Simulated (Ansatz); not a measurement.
`[F][Ga]([F])[SH]` + H₂ → `[F][GaH][F]` + H₂S at 298.15 K and 1 bar (hydrogenolysis of a Ga–S bond).

Computed with Ansatz on PBE0-D4/def2-TZVP structures; ΔE is electronic, products minus reactants. CCSD(T)/CBS adds triple-zeta CCSD(T) − MP2 to the extrapolated MP2 energy (def2 sets, frozen cores). This one scheme is used for every species. For Ga outer-core shells are correlated without core-valence functions, which leaves a few kJ/mol of doubt a bond. Scalar relativity is left out up to krypton. One conformer a species, not always the lowest.

```tsv
species	CCSD(T)/CBS energy (Eh)	H − E (kJ/mol)	S (J/(mol·K))
`[F][Ga]([F])[SH]`	-2522.02273	53.7	328.4
H₂	-1.17544	35.1	130.4
`[F][GaH][F]`	-2124.20216	41.5	277.7
H₂S	-398.97279	49.9	205.7
```

H − E and S are ideal-gas, rigid-rotor, harmonic terms from PBE0-D4/def2-TZVP, for one conformer and one mirror image of each species. The MP2-based limit puts H₂ 0.8 mEh under its directly extrapolated value; such offsets cancel only in part. 1 Eh = 2625.50 kJ/mol, R = 8.31446 J/(mol·K).

Q: By hand: ΔE, ΔH, ΔS and ΔG.

A: ΔE = (-2124.20216) + (-398.97279) − (-2522.02273) − (-1.17544) = 0.02322 Eh = 61.0 kJ/mol. Δ(H − E) = 41.5 + 49.9 − 53.7 − 35.1 = 2.6, so ΔH = 63.6 kJ/mol. ΔS = 277.7 + 205.7 − 328.4 − 130.4 = 24.6 J/(mol·K). ΔG = 63.6 − 298.15 × (24.6)/1000 = 56.3 kJ/mol.

Q: By hand: the equilibrium constant, and the temperature at which ΔG would vanish if ΔH and ΔS stayed fixed.

A: log₁₀ K = −ΔG/(RT ln 10) = -9.9. ΔG = 0 at ΔH/ΔS = 2585 K, far beyond where these terms or the molecules hold.

ΔH outweighs TΔS. A doubt of 5 kJ/mol in ΔE shifts log₁₀ K by 0.9 here. Other conformers and mirror images would add mixing entropy, several J/(mol·K) or more a flexible species. These are equilibria of isolated gas molecules and say nothing of rates. Largest T1 diagnostic: 0.015 (customary marks: 0.02 for closed shells, 0.045 for open ones).
